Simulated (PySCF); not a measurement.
Computed shifts of a molecule C3H6OSi, PBE/pcSseg-1 run with PySCF, GIAO, gas phase, atoms alike by connectivity averaged where their shifts nearly agree, in ppm (number of nuclei): ¹³C: 100.6 (1), 91.4 (1), 1.3 (1). ²⁹Si: -26.4 (1). ¹H: 5.54 (1), 2.56 (1), 1.15 (1), 0.69 (3). References: ¹³C against TMS (σ = 182.0 ppm); ²⁹Si against TMS (σ = 335.4 ppm); ¹⁷O against H2O (σ = 334.3 ppm); ¹H against TMS (σ = 31.49 ppm), references at their B3LYP-D3(BJ)/def2-TZVP geometries, non-relativistic. The structure is a stationary point at r2SCAN-D4/def2-SVP. One conformer was computed; it need not be the lowest.

Task: Which molecule gave these data?
A) C#C[SiH2]CO
B) C#C[Si@@H](C)O
C) C#CCO[SiH3]
D) C1=C[SiH2]OC1

Result: B, C#C[Si@@H](C)O
